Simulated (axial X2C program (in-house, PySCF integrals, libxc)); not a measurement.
# Curves of GaCl⁺ by EOM-IP-CCSD

Computed with an in-house all-electron X2C program for linear molecules (integrals from PySCF): two-component X2C with atomic mean-field Coulomb and Gaunt terms, Gaussian nuclei, basis Ga dyall-cv3z, Cl dyall-av3z with contracted cores.

Energies in eV from the lowest point of the lowest state; states are followed by energy order within each Ω. Reference: GaCl, 20 electrons correlated in 82 virtual spinors with an MP2 remainder; levels at this size can be off by some tenths of an eV. Masses 68.926 and 34.969 u.

```json
{"R (Å)": "2.045", "(1)Ω=1/2": "0.0058", "(1)Ω=3/2": "2.3219", "(2)Ω=1/2": "2.4005", "(3)Ω=1/2": "5.0741"}
{"R (Å)": "2.134", "(1)Ω=1/2": "0.0000", "(1)Ω=3/2": "1.7836", "(2)Ω=1/2": "1.8581", "(3)Ω=1/2": "4.6160"}
{"R (Å)": "2.223", "(1)Ω=1/2": "0.0867", "(1)Ω=3/2": "1.3884", "(2)Ω=1/2": "1.4628", "(3)Ω=1/2": "4.3160"}
{"R (Å)": "2.323", "(1)Ω=1/2": "0.2292", "(1)Ω=3/2": "1.0718", "(2)Ω=1/2": "1.1466", "(3)Ω=1/2": "4.1399"}
{"R (Å)": "2.423", "(1)Ω=1/2": "0.3755", "(1)Ω=3/2": "0.8543", "(2)Ω=1/2": "0.9304", "(3)Ω=1/2": "4.1102"}
```

No minimum in range: (1)Ω=3/2, (2)Ω=1/2, (3)Ω=1/2; the order of states may turn beyond it. T1 of the reference reaches 0.012 (Lee–Taylor). Curves followed by order can swap character. Number of frozen shells: Ga 3 s, 2 p; Cl 2 s, 1 p. Roots with under 60 % one-particle weight at any point are counted in the labels but not shown, and the list ends where the roots sought for some Ω run out; states that need a further excitation are missing and may lie low or lowest. Curves with a minimum but no constants failed the fit check.
